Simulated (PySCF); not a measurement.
Polarisability and C₆ of V⁺ (vanadium, charge +1)

[Ar] 3d3 4s1, high-spin 5F determinant (an excited configuration). All numbers are calculated (PySCF 2.14, no relativity, point nucleus, in def2-TZVPPD). Coupled (time-dependent) response in atomic units; α is the mean over directions.

| method | mean α (bohr³) | C₆ (like pair) | S(−4) |
| --- | --- | --- | --- |
| r2SCANh | 41.13 | 247.2 | 1368 |

S(−4) is the Cauchy moment in α(ω) = α(0) + S(−4) ω² + …

α(iu) at r2SCANh:

```
u (hartree)  α(iu) (bohr³)
          0          41.13
     0.0500          38.00
      0.100          31.14
      0.200          18.91
      0.300          12.21
      0.500          6.664
      0.750          4.219
       1.00          3.103
       1.50          1.989
       2.00          1.402
       3.00         0.7997
       5.00         0.3566
```

For an ion, C₆ is the dispersion term alone; charge-induced terms of lower order in 1/R come first.
